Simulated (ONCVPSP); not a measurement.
# Zn, ONCV: configuration errors across variants

- Element: Zn
- Generator: ONCVPSP 4.0.1
- Type: optimised norm-conserving Vanderbilt (ONCV)
- Functional: PBE
- Relativity: scalar-relativistic
- Frozen core: [Ne]
- Valence charge: 20
- Reference configuration: 3s2 3p6 3d10 4s1 4p1
- Partial waves: 3s+4s: rc 1.15 bohr, ncon 4, nbas 7, qcut 9.6 1/bohr, 2 projectors; 3p+4p: rc 1.30 bohr, ncon 3, nbas 6, qcut 9.9 1/bohr, 2 projectors; 3d: rc 0.75 bohr, ncon 4, nbas 8, qcut 12.1 1/bohr, 2 projectors, debl 2.7 Ha
- Local potential: polynomial inside 0.55 bohr (lpopt 2, dvloc0 0 Ha)
- Core correction: Teter function, fcfact 5, rcfact 1.7

All-electron excitation energies from the reference (eV): (1) 3s2 3p6 3d10 4s2 4p0 -5.087; (2) 3s2 3p6 3d10 4s1 4p0 4.802; (3) 3s2 3p6 3d10 4s0 4p0 23.245; (4) 3s2 3p5 3d10 4s2 4p0 86.945.

Errors AE − PS in meV (a dash: test not solved or not reliable):

| change | (1) | (2) | (3) | (4) | bound ghosts | GHOST(+) flags above zero |
| --- | --- | --- | --- | --- | --- | --- |
| base | +0.4 | -0.3 | -0.9 | +49 | none | none |
| s: qcut 6.7; p: qcut 6.9; d: qcut 8.4 | +0.3 | -0.3 | -1.5 | +173 | none | p, d |
| s: qcut 7.9; p: qcut 8.2; d: qcut 10 | +0.3 | -0.3 | -1.2 | +105 | none | d |
| s: qcut 10.4; p: qcut 10.7; d: qcut 13 | +0.5 | -0.3 | -0.9 | +31 | none | none |
| s: qcut 11.1; p: qcut 11.4; d: qcut 14 | +0.4 | -0.5 | -1.1 | +14 | none | none |
| s: qcut 12.7; p: qcut 13.1; d: qcut 16 | +0.6 | -0.2 | -0.6 | +16 | none | none |
| s: qcut 13.9; p: qcut 14.3; d: qcut 17.5 | +0.6 | -0.2 | -0.8 | +11 | none | none |

Q: Give the same row for: s: qcut 8.7; p: qcut 9; d: qcut 11.

A: +0.4, -0.3, -1.1, +75; bound ghosts: none; GHOST(+) flags above zero: d.
